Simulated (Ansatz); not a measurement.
A nudged elastic band was laid between two geometries of AsH$_{4}$Si (6 atoms, charge 0, multiplicity 2).

Method: UKS B3LYP-D4/def2-SVP in Ansatz 0.2.0.

| Item | Value |
| --- | --- |
| movable images | 7 |
| climbing image | yes |
| spring | 5.0 eV/Å² |
| optimiser | quadratic models (default) |
| start path | through a guess of the saddle point |
| force threshold | 0.05 eV/Å |
| iteration limit | 51 |
| end points | relaxed |

Image 0:

```xyz
6
Properties=species:S:1:pos:R:3
Si -0.011 -1.061 0.161
As 0.026 1.250 -0.419
H 1.260 -1.697 -0.318
H -1.155 -1.719 -0.553
H 1.046 1.618 0.660
H -1.166 1.609 0.470
```

Image 8:

```xyz
6
Properties=species:S:1:pos:R:3
Si 0.384 -1.059 0.045
As 0.560 1.322 -0.115
H 0.695 -1.685 -1.278
H -0.933 -1.573 0.536
H 0.197 1.508 1.360
H -0.903 1.488 -0.547
```

(1) Which bonds break or form, and what moves?

(2) What energy profile does the band end with?

(3) What is the geometry of the highest image?

Results:

(1) No bond is made or broken. The dihedral H4–Si1–As2–H5 goes from 169 to 56°.

(2) The run converged. The highest image is number 6 of 0 to 8, 1.9 kcal/mol above the first end and 0.0 kcal/mol above the last; the last end lies 1.9 kcal/mol above the first. The top lies less than 8 meV above the higher end, about what the thresholds resolve: that end is a shoulder or a very shallow well. A vibrational analysis at the climbing image gives one clearly imaginary mode, 109i cm⁻¹: a first-order saddle point.

| image | path coordinate (Å) | energy (kcal/mol) | dihedral H4–Si1–As2–H5 (°) |
| --- | --- | --- | --- |
| 0 | 0.00 | 0.0 | 169 |
| 1 | 0.31 | 0.1 | 155 |
| 2 | 0.63 | 0.5 | 140 |
| 3 | 0.94 | 1.0 | 125 |
| 4 | 1.26 | 1.5 | 111 |
| 5 | 1.57 | 1.8 | 96 |
| 6 | 1.89 | 1.9 | 81 |
| 7 | 2.16 | 1.9 | 69 |
| 8 | 2.44 | 1.9 | 56 |

(3) 
```xyz
6
Properties=species:S:1:pos:R:3
Si 0.310 -1.059 0.110
As 0.486 1.308 -0.228
H 0.931 -1.792 -1.038
H -1.090 -1.557 0.297
H 0.388 1.615 1.267
H -1.025 1.485 -0.409
```

Run time: 13 min on 1 thread of Intel(R) Xeon(R) Processor @ 2.50GHz (Skylake/Cascade Lake), with other jobs on the host, peak memory 0.2 GiB.
